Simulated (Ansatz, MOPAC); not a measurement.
Molecule: C$_{4}$H$_{10}$N, net charge 1, singlet state. SMILES: [NH3+]C1CCC1

Atoms: C1, C2, C3, C4, N5, H6, H7, H8, H9, H10, H11, H12, H13, H14, H15. Bonds: C1-C2, C1-C4, C1-H6, C1-H7, C2-C3, C2-H8, C2-H9, C3-C4, C3-N5, C3-H10, C4-H11, C4-H12, N5-H13, N5-H14, N5-H15.

Bond lengths (Å) and angles (degrees) optimised at AM1 with MOPAC; HF/3-21G with Ansatz (a quantum-chemistry and plane-wave program); MP2/6-31G* with Ansatz, each started from the B3LYP-D3(BJ)/def2-TZVP structure (Ansatz) of the last column. A row stands for all coordinates that are equal there; 13 of 26 kinds are shown. 6-31G* holds six Cartesian d functions. No wavenumbers were computed at MP2/6-31G*, so these may be saddle points.

```
coordinate             AM1  HF/3-21G  MP2/6-31G*  B3LYP-D3(BJ)/def2-TZVP
----------  --------------  --------  ----------  ----------------------
C1-C2                1.541     1.572       1.550                   1.554
C1-H6       1.113 to 1.122     1.078       1.092                   1.088
C1-H7                1.112     1.077       1.090                   1.086
C2-C3                1.559     1.556       1.531                   1.534
C2-H8                1.112     1.082       1.096                   1.092
C2-H9                1.113     1.077       1.091                   1.087
C3-N5                1.486     1.546       1.517                   1.522
N5-H13               1.025     1.018       1.030                   1.024
C2-C1-C4              90.9      89.1        88.5                    88.9
C1-C2-C3              89.8      87.4        86.0                    86.9
C2-C3-C4              89.5      90.2        89.9                    90.3
C2-C3-N5             115.8     115.6       117.4                   116.8
C2-C1-H6             113.8     111.8       111.7                   112.0
```

A range marks coordinates that this level makes unequal.

Mean signed difference of all 15 bond lengths from B3LYP-D3(BJ)/def2-TZVP: AM1 0.011 Å, HF/3-21G 0.001 Å, MP2/6-31G* 0.002 Å.
